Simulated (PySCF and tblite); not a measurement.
The numbers below are computed, except where a source is named.
System: C₇H₇NO, numbered as in [CH:1]#[C:2][n:3]1[cH:4][cH:5][c:6]([O:7][CH3:8])[cH:9]1.

Geometries: GFN2-xTB; energies: PBE0/pcSseg-1 + D3(BJ); zero-point and thermal terms from GFN2-xTB harmonic modes (soft modes blended into free rotors). Rate constants are transition-state-theory values, counting equivalent paths, without tunnelling. Programs: tblite and PySCF.

**Question.** Estimate the barrier and the room-temperature rate of the rotation about the C6–O7 bond (torsion C5–C6–O7–C8 from -180° to 0°, rising).

**Answer.** The electronic barrier is 3.1 kcal/mol and ΔG‡(298 K) 3.2 kcal/mol, over a C1 saddle with an imaginary mode of 64i cm⁻¹ (GFN2-xTB). With 2 equivalent paths, k is 5.9×10¹⁰ s⁻¹, a mean lifetime of the start of 17 ps against this motion. The end lies 1.4 kcal/mol above the start in free energy.
